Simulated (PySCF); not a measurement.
## Lu⁺: ionisation energy

Lu⁺ [Xe] 4f14 6s2 → Lu²⁺ [Xe] 4f14 6s1 [6s1/2^1, M_J = 1/2], as a difference of total energies. All numbers are calculated (PySCF 2.14, the two-component X2C-1e Hamiltonian, in x2c-TZVPPall-2c (11s11p10d2f2g, 126 functions)). Correlated levels: [Ar] 3d10 frozen; the 18 highest virtual spinors dropped. "Screened" scales the spin-orbit matrix elements by Boettger's factors to mimic the two-electron term; Breit and QED terms are absent.

| method | ionisation energy (eV) |
| --- | --- |
| GHF (spin-free) | 12.631 |
| GMP2 (spin-free) | 13.989 |
| GHF (screened spin-orbit) | 12.635 |
| GMP2 (screened spin-orbit) | 13.993 |

**Question.** How much does correlation contribute at GMP2 (screened spin-orbit)?

**Answer.** 13.993 − (12.635) = 1.358 eV, measured against GHF (screened spin-orbit).

Errors of the correlated levels include the incompleteness of this basis and the frozen core.

For comparison: 14.13 ± 0.05 eV (semi-empirical (NIST evaluation); NIST Atomic Spectra Database, ionization energies).
